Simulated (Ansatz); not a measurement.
Mulliken charges of C$_{2}$H$_{5}$NSeSi (`C1=N[SiH2]C[Se]1`) from r2SCAN/def2-TZVPP in Ansatz (PBE0-D4/def2-TZVP geometry).

```json
{"atom": "C1", "x (Å)": "-1.454", "y (Å)": "0.762", "z (Å)": "0.609", "charge (e)": "0.032"}
{"atom": "N2", "x (Å)": "-1.161", "y (Å)": "-0.398", "z (Å)": "0.990", "charge (e)": "-0.359"}
{"atom": "Si3", "x (Å)": "0.312", "y (Å)": "-1.043", "z (Å)": "0.309", "charge (e)": "0.467"}
{"atom": "C4", "x (Å)": "0.931", "y (Å)": "0.364", "z (Å)": "-0.805", "charge (e)": "-0.305"}
{"atom": "Se5", "x (Å)": "-0.386", "y (Å)": "1.788", "z (Å)": "-0.629", "charge (e)": "0.025"}
{"atom": "H6", "x (Å)": "-2.346", "y (Å)": "1.296", "z (Å)": "0.947", "charge (e)": "0.075"}
{"atom": "H7", "x (Å)": "1.279", "y (Å)": "-1.363", "z (Å)": "1.389", "charge (e)": "-0.080"}
{"atom": "H8", "x (Å)": "0.020", "y (Å)": "-2.276", "z (Å)": "-0.465", "charge (e)": "-0.080"}
{"atom": "H9", "x (Å)": "1.901", "y (Å)": "0.748", "z (Å)": "-0.490", "charge (e)": "0.113"}
{"atom": "H10", "x (Å)": "0.987", "y (Å)": "0.071", "z (Å)": "-1.853", "charge (e)": "0.113"}
```

Problem. By hand: the dipole of these point charges (1 e Å = 4.8032 D).

Solution. Σ q r = (0.269, 0.095, -0.229) e Å, of length 0.366 e Å = 1.76 D.

Problem. How does the dipole of the full density compare? (An estimate is asked.)

Solution. The calculation gave: (0.223, 0.056, -0.178) e Å, 1.40 D; the point charges give 1.26 times that, at 4° from its direction.

Point charges leave out the atoms' own dipoles, such as those of lone pairs, and Mulliken's split depends on the basis, so the two needn't agree.
